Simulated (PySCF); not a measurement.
## Correlation energy of Bi (bismuth, neutral)

Starting occupation: [Xe] 4f14 5d10 6s1 6p4, 6s1/2 with m_j = +1/2, 6p1/2 with m_j = +1/2, 6p3/2 with m_j = -1/2, +1/2, +3/2. Calculation: PySCF 2.14, in x2c-TZVPall-2c with one added diffuse shell each of s, p, d, f type (12s12p10d4f, 126 functions); X2C-1e with screened-nucleus spin-orbit coupling, Gaussian nucleus. Frozen: [Kr] 4d10 4f14; 23 electrons correlated; the 24 highest virtual spinors left out.

MP2 pair energies summed by pair of shells (mhartree):

| pair | energy | share (%) |
| --- | --- | --- |
| 5d-5d | -208.41 | 41.4 |
| 5d-6p | -85.85 | 17.1 |
| 5d-5p | -69.44 | 13.8 |
| 6p-6p | -46.62 | 9.3 |
| 5d-6s | -21.44 | 4.3 |
| 5p-5p | -20.89 | 4.2 |
| 5d-5s | -15.74 | 3.1 |
| 5p-5s | -10.31 | 2.0 |
| 6p-6s | -8.76 | 1.7 |
| 5p-6p | -8.20 | 1.6 |
| 5p-6s | -3.98 | 0.8 |
| 5s-5s | -1.96 | 0.4 |
| 5s-6p | -0.86 | 0.2 |
| 5s-6s | -0.46 | 0.1 |

Total MP2 correlation energy: -502.93 mhartree.

The GHF reference relaxed away from the jj start to a determinant that is no pure jj level (⟨S²⟩ = 3.84, ⟨J²⟩ = 8.82); the energies belong to that determinant.

This basis was not built for core-valence correlation, so the inner-shell part is incomplete.
